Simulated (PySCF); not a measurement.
Species: trans-Ti(NH3)2Cl4 (singlet state).
Geometry (PBE0-D3(BJ)/def2-SVP, Å), atoms numbered from 1 in this order:
```xyz
13
Cl4H6N2Ti angstrom
Ti     0.0040    0.0044    0.0017
N     -0.0295   -0.0156    2.1776
H     -0.4728    0.8338    2.5278
H      0.9227   -0.0734    2.5390
H     -0.5620   -0.8234    2.5009
N      0.0444    0.0040   -2.1744
H      0.5791    0.7994   -2.5227
H     -0.9133    0.0731   -2.5206
H      0.4551   -0.8651   -2.5152
Cl     2.2710   -0.1087    0.1103
Cl    -2.2634    0.1136    0.1157
Cl     0.1066    2.2700   -0.0996
Cl    -0.1115   -2.2640   -0.1182
```

Level of theory: TDDFT CAM-B3LYP/def2-SVPD, vertical, gas phase, core orbitals frozen in the response (PySCF).

Ground-to-excited transition dipoles (e·a0, same axes as the geometry; the sign carries no meaning), for the states with f of 0.002 or more among the lowest 15:

```
state  E (eV)      μx      μy      μz
   S7   3.448   0.006  -0.001   0.161
   S8   3.656  -0.156  -0.168   0.005
   S9   3.660  -0.165   0.153   0.006
  S10   3.943  -0.008   0.182   0.000
  S11   3.955   0.123   0.184   0.007
  S12   3.957   0.246  -0.088   0.012
  S13   4.168   0.020   0.152   0.001
  S14   4.248  -0.975  -0.146  -0.010
  S15   4.249  -0.151   0.962   0.003
```

Task: What oscillator strength does each state have?

Result: f = (2/3) ΔE |μ|² with ΔE in hartree (27.2114 eV).

| state | \|μ\|² (au) | \|μ\| (D) | f |
| --- | --- | --- | --- |
| S7 | 0.026 | 0.41 | 0.002 |
| S8 | 0.052 | 0.58 | 0.005 |
| S9 | 0.051 | 0.57 | 0.005 |
| S10 | 0.033 | 0.46 | 0.003 |
| S11 | 0.049 | 0.56 | 0.005 |
| S12 | 0.069 | 0.67 | 0.007 |
| S13 | 0.023 | 0.39 | 0.002 |
| S14 | 0.971 | 2.50 | 0.101 |
| S15 | 0.947 | 2.47 | 0.099 |

Task: How is the summed strength of these states shared among x, y and z?

Result: (2/3) Σ ΔE μα² gives 0.113 for x, 0.113 for y and 0.002 for z, 0.228 in all.

Task: What peak molar absorption coefficient would the strongest computed level give as a lone Gaussian band 0.3 eV wide at half height?

Result: ε(max) = 2.175×10⁸ f / FWHM, with the width in cm⁻¹. S14/S15 (f summed): 2.175×10⁸ × 0.1997 / 2420 ≈ 18000 L mol⁻¹ cm⁻¹.

S8/S9, S11/S12 and S14/S15 coincide within about 0.01 eV; within a degenerate level the directions of the single components are arbitrary.

The vertical ionisation energy (ΔSCF) is 9.80 eV, 5.55 eV above S15.

The run took 6.8 min of wall time (with the writing of density and orbital grids) on an Arm Neoverse V1 with one thread, on a shared host, and the process peaked at 1.6 GiB of memory.
